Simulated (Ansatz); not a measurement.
Geometry optimisation, RHF/def2-SVP in Ansatz.

The input (input.yaml):

```yaml
crystal:
  periodic: [false, false, false]
  atoms:
    - { symbol: B, position_ang: [0.0, 0.0, 0.0] }
    - { symbol: O, position_ang: [0.0, 0.0, 1.76] }
    - { symbol: H, position_ang: [-0.9095, -0.2814, 2.0971] }
    - { symbol: "N", position_ang: [1.3423, 0.0, -0.775] }
    - { symbol: H, position_ang: [1.8089, -0.9179, -1.0268] }
    - { symbol: H, position_ang: [1.7937, 0.9179, -1.0532] }
    - { symbol: F, position_ang: [-1.1431, 0.0, -0.66] }
    - { symbol: H, position_ang: [0.0668, 1.4124, 0.4698] }
    - { symbol: H, position_ang: [0.0544, 1.1498, 1.3187] }
basis:
  gaussian: { orbitals: def2-SVP }
hamiltonian:
  xc: hf
relax:
  f_tol: 0.15
  max_steps: 25
  restrain:
    - { distance: [0, 7], at: 1.19, k: 30.0 }
    - { distance: [8, 1], at: 1.01, k: 30.0 }
    - { distance: [0, 1], at: 2.61, k: 30.0 }
    - { distance: [8, 7], at: 1.86, k: 30.0 }
output:
  orbitals: {}
```

Run as:

```bash
$ ansatz run input.yaml --threads 1 --pin off --max-ram 2048MiB --backend cpu --events-out ev --progress --plain --runs-dir out
```

Problem. Where does it end, and by what steps?

Solution. The forces met the threshold. The restraints hold the end off the free minimum. After 8 steps the energy has fallen by 4.214 eV (the restraints' own energy left out); B1 moved furthest, 0.64 Å.

```csv
step,energy less start (eV),largest force component (eV/Å),accepted
0,0.0000,4.191,yes
1,-1.0177,5.796,yes
2,-2.7540,4.206,yes
3,-3.5409,1.188,yes
4,-3.9159,1.744,yes
5,-4.0245,1.682,yes
6,-4.0898,2.129,yes
7,-4.2003,1.083,yes
8,-4.2141,1.166,yes
```

```xyz
9
Properties=species:S:1:pos:R:3
B 0.116 0.457 -0.434
O -0.023 0.146 2.163
H -0.821 -0.356 2.232
N 1.344 0.056 -0.946
H 1.499 -0.852 -1.335
H 2.164 0.610 -0.832
F -0.951 -0.329 -0.577
H -0.024 1.541 0.045
H -0.292 1.007 1.815
```

Run time: 14 s on 1 thread of Arm Neoverse V2 (shared host), peak memory 0.14 GiB.
